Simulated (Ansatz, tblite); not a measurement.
Series FeX3: vertical IE (eV) at several levels, gas phase, relaxed structures; Ansatz, xTB through tblite. Raw xTB energies of ions are shifted by several eV. The spins of the ions were chosen, not always searched. The structures are stationary points that may keep the symmetry of their start. Remarks come from the PBE and PBE0 runs and from stability tests at other levels; not every state was tested.

| species | state | geometry | GFN1-xTB | PBE-D4/def2-TZVP | PBE0-D4/def2-TZVP | remarks |
| --- | --- | --- | --- | --- | --- | --- |
| FeCl3 | sextet to septet | r2SCAN-D4/def2-SVP | 15.71 | 10.73 | 11.14 | – |
| FeBr3 | sextet to septet | r2SCAN-D4/def2-SVP | 16.76 | 9.87 | 10.23 | – |
| FeF3 | sextet to quintet | PBE0-D4/def2-TZVP | 19.67 | 11.77 | 13.26 | spin-contaminated (⟨S²⟩ up to 6.23) (+1 quintet) |

**Question.** Estimate the column for r2SCAN-D4/def2-TZVP.

**Answer.** FeCl3 10.96; FeBr3 10.12; FeF3 12.45.

Over the 3 species that have every level, the mean is 17.38 at GFN1-xTB, 10.79 at PBE-D4/def2-TZVP, 11.18 at r2SCAN-D4/def2-TZVP, 11.54 at PBE0-D4/def2-TZVP.
